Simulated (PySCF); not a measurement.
A species of formula C11H10 has this rotational fingerprint, computed with PBE0-D3(BJ)/def2-SVP geometry optimisation, gas phase in PySCF 2.14.0:

```
Rotational constants : A = 2521, B = 1043, C = 891.0 MHz
Dipole components    : |μa| = 0.50 D, |μb| = 0.00 D, |μc| = 0.04 D
Inertial defect      : -117.96 u·Å²
κ                    : -0.81
```

Task: Which structure is it? (One computed conformer of each.)
A. `[CH:1]1=[CH:2][CH2:3][c:4]2[cH:5][cH:6][cH:7][cH:8][c:9]2[CH:10]=[CH:11]1` with C1–C2–C3–C4 67°, C2–C3–C4–C5 115°, C8–C9–C10–C11 -146°, C2–C1–C11–C10 -32°
B. `C1=C[C@H]2C[C@@H]1c1ccccc12`
C. `CC#Cc1cccc2c1CC2`
D. `CC#Cc1cc2c(cc1C)C2`

Result: B. It is C1=C[C@H]2C[C@@H]1c1ccccc12, an asymmetric top, point group Cs. The candidates at the same level (rigid rotor, commonest isotopes):

```json
{"SMILES": "C1=CCc2ccccc2C=C1", "A (MHz)": "2309", "B (MHz)": "975.5", "C (MHz)": "732.8", "μa (D)": "0.03", "μb (D)": "0.19", "μc (D)": "0.05", "Δ (u·Å²)": "-47.27", "point group": "C1", "rotor": "asymmetric top"}
{"SMILES": "C1=C[C@H]2C[C@@H]1c1ccccc12", "A (MHz)": "2521", "B (MHz)": "1043", "C (MHz)": "891.0", "μa (D)": "0.50", "μb (D)": "0.00", "μc (D)": "0.04", "Δ (u·Å²)": "-117.96", "point group": "Cs", "rotor": "asymmetric top"}
{"SMILES": "CC#Cc1cccc2c1CC2", "A (MHz)": "2083", "B (MHz)": "714.9", "C (MHz)": "537.7", "μa (D)": "0.45", "μb (D)": "0.64", "μc (D)": "0.00", "Δ (u·Å²)": "-9.63", "point group": "–", "rotor": "asymmetric top"}
{"SMILES": "CC#Cc1cc2c(cc1C)C2", "A (MHz)": "2518", "B (MHz)": "657.9", "C (MHz)": "526.9", "μa (D)": "0.91", "μb (D)": "0.29", "μc (D)": "0.00", "Δ (u·Å²)": "-9.71", "point group": "–", "rotor": "asymmetric top"}
```

`CC#Cc1cc2c(cc1C)C2` has C 41 % too low; `C1=CCc2ccccc2C=C1` has C 18 % too low; `CC#Cc1cccc2c1CC2` has C 40 % too low. In the right answer the mirror of this Cs structure is the ac plane, so μb vanishes by symmetry. No structure here is proved a minimum.
